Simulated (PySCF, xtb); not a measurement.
Ge(Cl)2(Me)(OH) (CH4Cl2GeO), SMILES [CH3][Ge]([Cl])([OH])[Cl]. The values are those of a single conformer.

Harmonic wavenumbers (cm⁻¹) from GFN2-xTB (xtb 6.7.1) at its own minimum, in rising order: 57, 120, 121, 147, 187, 194, 223, 334, 356, 534, 563, 744, 781, 813, 1290, 1426, 1427, 3030, 3039, 3042, 3627.

**Question.** What does B3LYP-D3(BJ)/def2-SVP run with PySCF give at its own minimum? (An estimate is asked for; the answer gives what the named calculation found.)

**Answer.** 69, 132, 140, 173, 188, 216, 271, 400, 424, 620, 727, 813, 814, 911, 1260, 1425, 1427, 3055, 3165, 3171, 3834. Paired by order, the mean absolute difference is 59 cm⁻¹ and the zero-point energies are 31.5 and 33.2 kcal/mol.
